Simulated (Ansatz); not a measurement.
AlH₂ClF₂, singlet: at the end structure of a reaction step.

The input file, in.yaml:

```yaml
crystal:
  periodic: [false, false, false]
  atoms:
    - {symbol: Al, position_ang: [0.395889, -0.397177, -0.343417]}
    - {symbol: H, position_ang: [-1.285525, 0.450378, 0.754984]}
    - {symbol: F, position_ang: [-0.615618, -0.554258, -1.619347]}
    - {symbol: F, position_ang: [0.430804, -1.586006, 0.779704]}
    - {symbol: H, position_ang: [-0.791485, 1.024020, 0.784626]}
    - {symbol: Cl, position_ang: [1.865935, 1.063142, -0.356650]}
basis:
  gaussian: {orbitals: def2-TZVPP}
hamiltonian: {xc: {name: B3LYP}, dispersion: d4}
```

Launched with

```bash
ansatz run in.yaml --threads 2 --pin off --events-out ev --progress --plain --max-ram 4352MiB
```

Output of Ansatz 0.2.0:

```
Functional definition: B3LYP
  name "B3LYP"
  cite "Stephens, Devlin, Chabalowski & Frisch, J. Phys. Chem. 98, 11623 (1994) doi:10.1021/j100096a001"
  cite "Becke, Phys. Rev. A 38, 3098 (1988) doi:10.1103/PhysRevA.38.3098"
  cite "Lee, Yang & Parr, Phys. Rev. B 37, 785 (1988) doi:10.1103/PhysRevB.37.785"
  cite "Vosko, Wilk & Nusair, Can. J. Phys. 58, 1200 (1980) doi:10.1139/p80-159"
  parameter a0 = 0.2
  parameter ax = 0.72
  parameter ac = 0.81
  exchange = (1 - a0 - ax)*slater_x + ax*b88_x + a0*exact_x
  correlation = (1 - ac)*vwn_rpa_c + ac*lyp_c
1036 factors; their error is unknown
mean field evaluation 1: about -24591.1757 eV, gradient 5.7e1 eV
mean field evaluation 2: about -24581.0844 eV, gradient 1.0e2 eV
mean field evaluation 4: about -24595.6634 eV, gradient 2.2e0 eV
mean field evaluation 8: about -24595.6741 eV, gradient 1.3e-2 eV
mean field evaluation 16: about -24595.7200 eV, gradient 1.9e-5 eV
mean field -24595.71997067 eV, -903.8760373443 hartree, gradient 1.9e-5 eV, S^2 0.000000; 0 other end points of the search recorded, 0 dependent functions left out
reference -24595.72021175 eV, -903.8760462039 hartree; 25, 25 occupied and 149, 149 virtual orbitals, 1036 factors
Total energy: -24595.89331550 eV, -903.8824076495 hartree
```

The lines “mean field evaluation” count trial sets of orbitals through the whole run, from several starts and some on an approximate energy, so they need not fall steadily or lie above the final value.

Hardware: 2 CPU threads of an Intel Xeon 6975P-C, shared host. Wall time about 1.6 s.
